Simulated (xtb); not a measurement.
C4H4N (SMILES C1=C[N]C=C1), doublet, geometry from GFN2-xTB; GFN0-xTB run with xtb.

Here is a job for xtb.
```
$ xtb mol.xyz --gfn 0 --uhf 1 --etemp 5000 --json

# file mol.xyz
9

C      0.25234755     1.10100966     0.34566517
C      1.13634942     0.07209446    -0.12711581
N      0.47152439    -1.04970563    -0.38610838
C     -0.81040131    -0.79771881    -0.13978725
C     -1.00139363     0.56651360     0.26769222
H      0.53945870     2.10113333     0.60425985
H      2.19032211     0.15448557    -0.31936122
H     -1.55411074    -1.57081668    -0.20160132
H     -1.93775303     1.01174372     0.54073536
```

The log (banner, timings and long lists left out):

```
   ID    Z sym.   atoms
    1    6 C      1, 2, 4, 5
    2    7 N      3
    3    1 H      6-9

           -------------------------------------------------
          |                Calculation Setup                |
           -------------------------------------------------

           -------------------------------------------------
          |                 G F N 0 - x T B                 |
           -------------------------------------------------

          ...................................................
          :                      SETUP                      :
          :.................................................:
          :  # basis functions                  28          :
          :  # atomic orbitals                  28          :
          :  # shells                           18          :
          :  # electrons                        25          :
          :  electronic temp.         5000.0000000     K    :
          :  accuracy                    1.0000000          :
          :  -> integral cutoff          0.2500000E+02      :
          :  -> integral neglect         0.1000000E-07      :
          ...................................................

         :::::::::::::::::::::::::::::::::::::::::::::::::::::
         ::                     SUMMARY                     ::
         :::::::::::::::::::::::::::::::::::::::::::::::::::::
         :: total energy             -13.544393448402 Eh    ::
         :: gradient norm              0.051601801912 Eh/a0 ::
         :: HOMO-LUMO gap              4.452140271907 eV    ::
         ::.................................................::
         :: H0 energy                -13.693908995594 Eh    ::
         :: repulsion energy           0.223063610077 Eh    ::
         :: electrostat energy        -0.046965489823 Eh    ::
         :: -> Gsolv                   0.000000000000 Eh    ::
         ::    -> Gsasa                0.000000000000 Eh    ::
         ::    -> Gshift               0.000000000000 Eh    ::
         :: dispersion energy         -0.002271724801 Eh    ::
         :: short-range corr.         -0.024310848261 Eh    ::
         :: add. restraining           0.000000000000 Eh    ::
         :: total charge               0.000000000000 e     ::
         :::::::::::::::::::::::::::::::::::::::::::::::::::::

           -------------------------------------------------
          |                Property Printout                |
           -------------------------------------------------

    * Orbital Energies and Occupations

         #    Occupation            Energy/Eh            Energy/eV
      -------------------------------------------------------------
         1        2.0000           -0.7121707             -19.3792
         2        2.0000           -0.6353761             -17.2895
         3        2.0000           -0.6226552             -16.9433
         4        2.0000           -0.5922617             -16.1163
         5        2.0000           -0.5855752             -15.9343
         6        2.0000           -0.5721206             -15.5682
         7        1.9989           -0.5212969             -14.1852
         8        1.9984           -0.5152244             -14.0200
         9        1.9966           -0.5034881             -13.7006
        10        1.9949           -0.4971057             -13.5269
        11        1.8952           -0.4476391             -12.1809
        12        1.7980           -0.4354348             -11.8488
        13        1.3115           -0.4014740             -10.9247 (HOMO)
        14        0.0057           -0.2378609              -6.4725 (LUMO)
        15        0.0009           -0.2087898              -5.6815
        16        0.0000           -0.1215010              -3.3062
        17        0.0000           -0.1157690              -3.1502
        18        0.0000           -0.1155928              -3.1454
        19        0.0000           -0.0956498              -2.6028
        20                          0.1006724               2.7394
        21                          0.1111318               3.0241
        22                          0.1457536               3.9662
        23                          0.1757136               4.7814
        24                          0.2368711               6.4456
       ...                                ...                  ...
        28                          0.6685677              18.1927
      -------------------------------------------------------------
                  HL-Gap            0.1636131 Eh            4.4521 eV
             Fermi-level            0.0000000 Eh            0.0000 eV

     #   Z          covCN         q      C6AA      α(0)
     1   6 C        3.027    -0.161    33.835     9.512
     2   6 C        3.162     0.331    22.297     7.697
     3   7 N        1.882    -0.682    40.466     9.466
     4   6 C        3.162     0.331    22.297     7.697
     5   6 C        3.027    -0.161    33.835     9.512
     6   1 H        0.926     0.117     1.635     1.999
     7   1 H        0.926     0.053     2.280     2.361
     8   1 H        0.926     0.053     2.280     2.361
     9   1 H        0.926     0.117     1.635     1.999

 Mol. C6AA /au·bohr⁶  :       1088.520883
 Mol. C8AA /au·bohr⁸  :      26412.337565
 Mol. α(0) /au        :         52.604443

Wiberg/Mayer (AO) data.
largest (>0.10) Wiberg bond orders for each atom

 ---------------------------------------------------------------------------
     #   Z sym  total        # sym  WBO       # sym  WBO       # sym  WBO
 ---------------------------------------------------------------------------
     1   6 C    3.776 --     5 C    1.455     2 C    1.264     6 H    0.973
     2   6 C    3.693 --     3 N    1.329     1 C    1.264     7 H    0.970
     3   7 N    2.784 --     2 C    1.329     4 C    1.329
     4   6 C    3.693 --     3 N    1.329     5 C    1.264     8 H    0.970
     5   6 C    3.776 --     1 C    1.455     4 C    1.264     9 H    0.973
     6   1 H    0.984 --     1 C    0.973
     7   1 H    0.993 --     2 C    0.970
     8   1 H    0.993 --     4 C    0.970
     9   1 H    0.984 --     5 C    0.973
 ---------------------------------------------------------------------------

Topologies differ in total number of bonds
Writing topology from bond orders to xtbtopo.mol

 dipole moment from electron density (au)
     X       Y       Z
  -0.4258   0.9478   0.3486  total (Debye):    2.786

           -------------------------------------------------
          | TOTAL ENERGY              -13.544393448402 Eh   |
          | GRADIENT NORM               0.051601801912 Eh/α |
          | HOMO-LUMO GAP               4.452140271907 eV   |
           -------------------------------------------------

normal termination of xtb
```
